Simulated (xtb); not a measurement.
CH8FNOSi2, SMILES FC[SiH2]N[SiH2]O. All values are semi-empirical tight-binding results from xtb (GFN2-xTB unless named), good for trends rather than for accurate numbers. Coordinates come from a GFN2-xTB optimisation. This is a generated structure with no PubChem entry under its InChIKey; it may be hypothetical. The values are those of a single conformer.

Optimised geometry:

```xyz
14

O      2.6957     1.0625     1.0519
Si     1.9685    -0.2532     0.4441
N      0.2988     0.1123     0.1178
Si    -0.9937    -0.9794    -0.1902
C     -2.5518     0.1163    -0.3958
F     -2.3229     1.1109    -1.3304
H      2.3446     1.5279     1.8068
H      2.7644    -0.4963    -0.7499
H      1.9263    -1.3669     1.3867
H      0.1440     1.0503    -0.2239
H     -1.2017    -1.8402     0.9758
H     -0.8119    -1.7765    -1.4081
H     -2.8414     0.6286     0.5245
H     -3.4106    -0.4515    -0.7570
```

Problem. Estimate the properties. (Estimate from the structure and the level; the computed values follow.)

Solution. 
orbital gap: 5.56 eV
dipole moment: 2.28 D
zero-point energy: 57.3 kcal/mol
G − E(el) at 298.15 K (modified RRHO): 35.1 kcal/mol
static polarisability (D4 model): 86.4 bohr³
solvation energy, GFN2-xTB/ALPB(water): -5.9 kcal/mol
solvation energy, GFN2-xTB/ALPB(hexane): -4.2 kcal/mol

Computed atomic charges and the Wiberg bond orders between heavy atoms:
charges (e) O1 -0.47, Si2 0.54, N3 -0.44, Si4 0.49, C5 0.00, F6 -0.28, H7 0.31, H8 -0.08, H9 -0.10, H10 0.17, H11 -0.09, H12 -0.08, H13 0.03, H14 0.02. Bond orders O1–Si2 1.19, Si2–N3 1.00, N3–Si4 1.15, Si4–C5 0.82, C5–F6 0.94.
